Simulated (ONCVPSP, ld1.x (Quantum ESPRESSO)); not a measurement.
# Potentials for phosphorus (P) compared

Generated with ld1.x 7.5 (TM, RRKJ, ultrasoft, PAW), atompaw 4.2 or ONCVPSP 4.0.1. The cutoff is in Ry: for ld1.x and atompaw files where the sum of valence levels is converged to 10 mRy in a Bessel basis, for ONCV files where the hardest occupied wave has 1 mHa per electron of residual kinetic energy. The error is the largest all-electron minus pseudo excitation energy over each file’s own four to seven test configurations (ionisations up to +4, promotions, holes and added fractions of an electron), all of which were solved. The labels leave out finer settings (local radius, basis sizes, second energies), which also bear on the numbers. Spin-polarised tests are not counted. The rows are a selection from randomly drawn settings: files with unsolved tests, undetermined cutoffs or missed reference levels are left out.

```csv
potential,cutoff (Ry),largest error (meV),bound ghosts
"ONCV, PBE, scalar-relativistic, rc 0.70/0.70 (sp), local smoothed, core correction no, reference 2s2 2p6 3s2 3p1, qcut 18.1/24.8, projectors 2/2",348,+3.5,none
"ONCV, PBE, scalar-relativistic, rc 0.95/1.00/1.00 (spd), local smoothed, core correction yes, reference 2s2 2p6 3s1 3p4, qcut 16.7/11.4/10.8, projectors 3/3/2",124,+3.3,none
"ONCV, PBE, scalar-relativistic, rc 0.85/0.85/0.85 (spd), local d, core correction yes, reference 2s2 2p6 3s2 3p3, qcut 14.3/12.6/12.8, projectors 2/3/0",329,+12,none
"ONCV, BLYP, scalar-relativistic, rc 1.70/1.45 (sp), local smoothed, core correction yes, reference 3s2 3p2, qcut 4.2/6.5, projectors 2/2",20,+329,none
"RRKJ, PBE, scalar-relativistic, rc 1.30/2.00 (sp), local smoothed, core correction yes, reference 3s2 3p2",25,+81,none
"TM, PBEsol, scalar-relativistic, rc 1.65/1.45/1.45 (spd), local s, core correction no, reference 3s2 3p2.5",35,+207,none
```

(1) Fill in the row for P: ONCV, LDA (Perdew-Wang 92), scalar-relativistic, rc 1.65/1.65 (sp), local smoothed, core correction yes, reference 3s2 3p3, qcut 4.1/4, projectors 1/2.

(2) Fill in the row for P: RRKJ, PBE, scalar-relativistic, rc 1.35/1.45 (sp), local smoothed, core correction no, reference 3s2 3p2.

(3) Fill in the row for P: TM, PBE, scalar-relativistic, rc 1.05/1.95/1.70 (spd), local smoothed, core correction yes, reference 3s1 3p4.

Answers

(1) cutoff 32 Ry, largest error -45 meV, bound ghosts: none.

(2) cutoff 18 Ry, largest error +39 meV, bound ghosts: none.

(3) cutoff 70 Ry, largest error +271 meV, bound ghosts: none.
